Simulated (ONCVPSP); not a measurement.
**How hard is this hafnium ONCV potential?**

ONCVPSP 4.0.1 input, shortened (lines: element, Z, core and valence counts, functional; n l f; lmax; l rc ep ncon nbas qcut; lloc lpopt rc5 dvloc0; l nproj debl; icmod fcfact rcfact), LDA (Perdew-Zunger), scalar-relativistic:

```
  Hf 72.00   10    4        3      upf
    1    0    2.00
    2    0    2.00
    2    1    6.00
    3    0    2.00
    3    1    6.00
    3    2   10.00
    4    0    2.00
    4    1    6.00
    4    2   10.00
    4    3   14.00
    5    0    2.00
    5    1    6.00
    5    2    2.00
    6    0    2.00
    2
    0    2.20    0.00    4    7    6.40
    1    1.60    0.00    4    9    9.10
    2    2.65    0.00    4    8    6.90
    4    1    1.05    2.00
    0    3    2.50
    1    2    3.90
    2    1    1.00
    1    0.45    0.00
```

For each optimised wave give the share of its norm inside rc, the residual kinetic energy above qcut (Ha) and the cutoffs (Ha) for errors of 10, 1, 0.1 and 0.01 mHa per electron.

| wave | norm inside rc | residual KE | 10 mHa | 1 mHa | 0.1 mHa | 0.01 mHa |
| --- | --- | --- | --- | --- | --- | --- |
| 5s | 0.988 | 8.8e-08 | 4.2 | 10.4 | 13.7 | 16.1 |
| 6s | 0.135 | 4.9e-07 | 3.7 | 10.9 | 14.8 | 17.5 |
| s projector 3 | 0.136 | 1.3e-05 | 10.4 | 15.2 | 18.4 | 20.9 |
| 5p | 0.747 | 2.4e-07 | 19.4 | 26.4 | 31.8 | 35.9 |
| p projector 2 | 0.085 | 1.1e-06 | 19.7 | 27.8 | 33.3 | 37.7 |
| 5d | 0.644 | 1.7e-09 | 8.6 | 11.9 | 14.8 | 17.2 |

The occupied waves need 26 Ha and 32 Ha for 1 and 0.1 mHa. 1 of 4 tests not solved or not reliable.
